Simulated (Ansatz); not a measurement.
F₂HNbO₂, SMILES `[O]=[Nb]([OH])([F])[F]`. The species carries charge 0 and has multiplicity 1. Nb takes the def2 core potential. All single points use the PBE0-D4/def2-TZVP geometry. It is one conformer, not always the lowest.

```xyz
6

O    -0.450   -1.648    0.462
Nb    0.287   -0.138    0.309
O    -0.664    0.844   -0.980
F     0.211    0.725    1.961
F     2.049   -0.395   -0.248
H    -1.434    0.614   -1.504
```

Q: What is the dipole moment at PBE/def2-TZVPP? (Estimate.)

A: Ansatz gave: 2.34 D, with components (-1.22, 1.19, -1.61) D in this frame, pointing from negative to positive charge.

Q: And with r2SCAN, B3LYP, ωB97M-V? (Estimate.)

A: The calculation gave: r2SCAN 2.39 D, B3LYP 2.41 D, ωB97M-V 2.38 D.

Q: Give the Mulliken charges with PBE, B3LYP, ωB97M-V in def2-TZVPP. (Best estimate.)

A: The calculation gave: 
```
atom    PBE  B3LYP  ωB97M-V
  O1  -0.46  -0.51    -0.51
 Nb2   1.41   1.60     1.59
  O3  -0.47  -0.51    -0.50
  F4  -0.35  -0.40    -0.39
  F5  -0.35  -0.40    -0.39
  H6   0.22   0.22     0.21
```

B3LYP here is the variant with VWN-RPA as its local correlation; programs differ in this.
